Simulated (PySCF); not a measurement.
# How methods differ on the excitation energy of V⁺

V⁺ [Ar] 3d4 (5D) → V⁺ [Ar] 3d3 4p1 (high-spin determinant), as a difference of total energies. Computed with PySCF 2.14 in dyall-av2z, with the spin-free X2C one-electron Hamiltonian (Gaussian nucleus). Correlated levels: valence: [Ar] frozen; virtual orbitals above 40 to 60 times the deepest correlated orbital energy dropped. The calculations carry no spin-orbit coupling.

| method | excitation energy (eV) |
| --- | --- |
| UHF | 3.477 |
| MP2 (valence) | 4.006 |
| SCS-MP2 (valence) | 3.653 |
| CCSD (valence) | 4.008 |
| CCSD(T) (valence) | 4.010 |

How much does correlation contribute at CCSD(T) (valence)?

4.010 − (3.477) = 0.533 eV, measured against UHF.

A first-order spin-orbit estimate (lowest level to lowest level, LS coupling) adds -0.028 eV.

The determinant of the upper state mixes LS terms, which raises its energy above the lowest term, most at the Hartree-Fock and MP2 levels.
